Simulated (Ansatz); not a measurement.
`N#[C][SnH2][C]#N` + H–F → `N#[C][SnH2][F]` + `C#N` at 500 K and 1 bar (ligand exchange at the Sn–C bond).

Program: Ansatz. Geometries: PBE0-D4/def2-TZVP. ΔE: electronic, gas phase. CCSD(T)/CBS adds triple-zeta CCSD(T) − MP2 to the extrapolated MP2 energy (def2 sets, frozen cores). This one scheme is used for every species. Elements past krypton have def2 core potentials. For Sn outer-core shells are correlated without core-valence functions, which leaves a few kJ/mol of doubt a bond.

| species | CCSD(T)/CBS energy (Eh) | H − E (kJ/mol) | S (J/(mol·K)) |
| --- | --- | --- | --- |
| `N#[C][SnH2][C]#N` | -400.68648 | 120.3 | 402.1 |
| H–F | -100.39570 | 39.4 | 188.7 |
| `N#[C][SnH2][F]` | -407.77206 | 98.0 | 372.8 |
| `C#N` | -93.32098 | 60.1 | 220.8 |

H − E and S are ideal-gas, rigid-rotor, harmonic terms from PBE0-D4/def2-TZVP. 1 Eh = 2625.50 kJ/mol, R = 8.31446 J/(mol·K).

Problem. By hand: ΔE, ΔH, ΔS and ΔG.

Solution. ΔE = (-407.77206) + (-93.32098) − (-400.68648) − (-100.39570) = -0.01086 Eh = -28.5 kJ/mol. Δ(H − E) = 98.0 + 60.1 − 120.3 − 39.4 = -1.6, so ΔH = -30.1 kJ/mol. ΔS = 372.8 + 220.8 − 402.1 − 188.7 = 2.8 J/(mol·K). ΔG = -30.1 − 500 × (2.8)/1000 = -31.5 kJ/mol.

Problem. By hand: the equilibrium constant, and the temperature at which ΔG would vanish if ΔH and ΔS stayed fixed.

Solution. log₁₀ K = −ΔG/(RT ln 10) = 3.3. ΔH and −TΔS have one sign here, so there is no such temperature.

The number of gas molecules stays the same, so ΔS is small and ΔH decides. A doubt of 5 kJ/mol in ΔE shifts log₁₀ K by 0.5 here. These are equilibria of isolated gas molecules and say nothing of rates. Largest T1 diagnostic: 0.015 (customary marks: 0.02 for closed shells, 0.045 for open ones).

ΔS is within the doubt of such terms, so its sign, and with it that verdict, could turn.
